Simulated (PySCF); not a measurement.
Several structures and their simulated spectra, in scrambled order.

A. `InChI=1S/C4H10ClPSi2/c1-7-4(5)2-3-8(4)6/h2-3,8H,6-7H2,1H3/t4-,8-/m0/s1`
B. `C(=C(/C#C)C)(/[SiH3])CF`
C. `InChI=1S/C6H9FSi/c1-2-5-3-8-4-6(5)7/h3-4H,2,8H2,1H3`

Spectrum 1. 13C{1H} NMR (computed): δ 180.8 (C), 168.5 (C), 128.5 (CH), 100.7 (CH), 31.3 (CH2), 17.9 (CH3).

Spectrum 2. 13C{1H} NMR (computed): δ 166.6 (CH), 150.3 (CH), 54.6 (C), -7.1 (CH3).

Spectrum 3. 13C{1H} NMR (computed): δ 153.6 (C), 133.8 (C), 92.9 (CH), 90.1 (C), 88.0 (CH2), 22.6 (CH3).

Method: NMR shieldings at PBE0/pcSseg-1/GIAO, GFN2-xTB structure, in PySCF 2.14.0 with density-fitted response routines (no solvent model, one averaged value for each set of equivalent atoms, one conformer, no relativistic terms).

References, each an isolated molecule treated in the same way: TMS for 13C (186.93 ppm). Splittings of carbon signals by F and P are missing where no couplings were computed. Shifts are as computed. Against solution values, carbons near 30 ppm lie about +3 ppm off and those near 130 ppm about +5 ppm; carbons on Cl a further +6 ppm. Of 1309 compounds with measured shifts, 239 miss one by over three times the rms of a fit or turn the order of signals round; such compounds aren't used in these exercises. Carbons bonded to Cl come out too deshielded.

Question: Match each spectrum to its structure.

Answer: 1–C, 2–A, 3–B.

- Spectrum 1 (C): 6 13C signals; δC 128.5 is an alkene CH; δC 100.7 is an alkene CH.
- Spectrum 2 (A): 4 13C signals; δC 150.3 is an alkene CH; δC 54.6 is an allylic fully substituted sp3 carbon bonded to Cl and 2 Si.
- Spectrum 3 (B): 6 13C signals; δC 153.6 is a fully substituted alkene carbon; δC 133.8 is a fully substituted alkene carbon.
